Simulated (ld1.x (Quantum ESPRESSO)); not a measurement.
## Before and after: TM potential for antimony

Sb (Z = 51), norm-conserving Troullier–Martins (Kleinman–Bylander form), made with ld1.x (Quantum ESPRESSO) 7.5 (BLYP, scalar-relativistic). Core [Kr], reference 4d10 5s1.75 5p3.25. Waves: 5p (bound): rc 2.20 bohr; 4d (bound): rc 0.95 bohr; 5s (bound): rc 1.65 bohr. Local part: the s channel. Core correction: Bessel-smoothed model core inside 0.55 bohr.

Change: all radii but the core radius scaled by about 0.80 (s 1.32, p 1.76, d 0.76 bohr).

Cutoffs: the cutoffs (Ry, on a coarse ladder) from which the occupation-weighted sum of valence levels, in a spherical-Bessel basis at the reference potential, stays within 10 and 1 mRy of its value at 400 Ry; they do not see the model core or the augmentation charge, which bear on the density cutoff. Errors are all-electron minus pseudo energies relative to the spin-unpolarised reference configuration.

Problem. How do hardness, ghosts and transferability respond?

Solution. A bound ghost appears in p, which as a rule spoils a file; of the 7 tests that both files solve, the error grows in 5 and shrinks in 1 by more than 15 % and 0.3 meV (median size 3.9 → 11.2 meV).

| quantity | base | changed |
| --- | --- | --- |
| cutoff, loose | 120 Ry | 300 Ry |
| cutoff, tight | 160 Ry | over 300 Ry |
| loose cutoff by channel (10 mRy a level) | p 10 Ry, d 90 Ry, s 25 Ry | p 25 Ry, d 260 Ry, s 110 Ry |
| bound ghosts | none | p |
| error for 4d10 5s2 5p3, meV [ΔE -2.02 eV] | 0.0 | -0.2 |
| error for 4d10 5s2 5p2, meV [ΔE 6.18 eV] | -2.0 | -5.8 |
| error for 4d10 5s2 5p1, meV [ΔE 22.09 eV] | -3.9 | -12 |
| error for 4d10 5s1 5p0, meV [ΔE 91.00 eV] | -13 | +110 |
| error for 4d9 5s2 5p3, meV [ΔE 38.48 eV] | -350 | +164 |
| error for 4d10 5s1 5p4, meV [ΔE 6.14 eV] | -2.1 | -6.6 |
| error for 4d10 5s2 5p0, meV [ΔE 46.56 eV] | -8.3 | -11 |

 A true bound ghost makes a file unfit for plane-wave use even where its test errors are small: the radial tests pick states by their node count and pass the ghost by.
